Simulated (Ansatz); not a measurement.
CH5BSi, SMILES `B[Si]C` (triplet; the order of the spin states depends on the level) (charge 0, multiplicity 3). This triplet lies 0.30 eV above the relaxed singlet at the level frozen-core CCSD(T)/cc-pVTZ // B3LYP-D3(BJ)/def2-TZVP (Ansatz, a quantum-chemistry and plane-wave program); other levels give the other order.

Computed with B3LYP/cc-pVTZ // B3LYP-D3(BJ)/def2-TZVP (Ansatz).

Ansatz 0.2 input:
```yaml
crystal:
  periodic: [false, false, false]
  atoms:
    - { symbol: B, position_ang: [1.87172, -0.229124, -0.088687] }
    - { symbol: Si, position_ang: [0.063343, -0.895266, 0.106923] }
    - { symbol: C, position_ang: [-1.455425, 0.124682, -0.366269] }
    - { symbol: H, position_ang: [2.817223, -0.880665, 0.214308] }
    - { symbol: H, position_ang: [1.985717, 0.875238, -0.531439] }
    - { symbol: H, position_ang: [-1.131424, 1.078152, -0.791518] }
    - { symbol: H, position_ang: [-2.081546, 0.3247, 0.50581] }
    - { symbol: H, position_ang: [-2.069613, -0.39772, -1.102366] }
basis:
  gaussian: { orbitals: cc-pVTZ }
hamiltonian:
  xc: b3lyp
magnetization:
  spin_polarized: true
  initial_magnetization: 2
```

Output:

```
Functional definition: B3LYP
960 factors; their error is unknown
mean field evaluation 1: about -9662.5613 eV, gradient 4.1e1 eV
mean field evaluation 2: about -9657.3296 eV, gradient 4.8e1 eV
mean field evaluation 4: about -9671.3448 eV, gradient 1.4e0 eV
mean field evaluation 8: about -9671.3624 eV, gradient 6.0e-2 eV
mean field evaluation 16: about -9671.3743 eV, gradient 2.4e-4 eV
mean field -9671.37428392 eV, -355.4164494410 hartree, gradient 5.6e-5 eV, S^2 2.002716; 0 other end points of the search recorded, 0 dependent functions left out
reference -9671.37453619 eV, -355.4164587118 hartree; 16, 14 occupied and 148, 150 virtual orbitals, 960 factors
Total energy: -9671.37453619 eV, -355.4164587118 hartree
```
